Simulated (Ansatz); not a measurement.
Reaction (redistribution): `C[SiH2][CH2][GeH3]` + `S[B]1[O][AlH]1` → `C[SiH2][B]1[O][AlH]1` + `S[CH2][GeH3]`

Isolated molecules relaxed with PBE0-D4/def2-TZVP in Ansatz; ΔE leaves out vibrations. CCSD(T)/CBS is the MP2 limit (def2-TZVPP, def2-QZVPP) plus CCSD(T) − MP2 in def2-TZVPP, frozen cores. DFT in def2-TZVPP. B3LYP here is the variant with VWN-RPA as its local correlation; programs differ in this. For Ge outer-core shells are correlated without core-valence functions, which leaves a few kJ/mol of doubt a bond. Scalar relativity is left out up to krypton. Each species was taken in one conformer, which may not be the lowest.

| level | ΔE (kJ/mol) |
| --- | --- |
| ωB97X-V | 147.4 |
| PBE | 133.8 |
| B3LYP | 138.2 |
| CCSD/def2-TZVPP | 147.7 |

**Question.** What does CCSD(T)/CBS give? (An estimate is asked.)

**Answer.** The calculation gave: +145.3 kJ/mol. The listed levels differ from it by 2.1, -11.5, -7.1, 2.4 kJ/mol.

Largest T1 diagnostic among the species: 0.016.

The D4 term adds +4.1 kJ/mol with B3LYP and +2.3 kJ/mol with PBE0; it sums over pairs of atoms, weighted by their polarisabilities, and B3LYP, whose exchange is more repulsive, gets the larger term. From PBE to PBE0 (25 % exact exchange), in def2-TZVPP and without D4, ΔE moves by +7.7 kJ/mol.
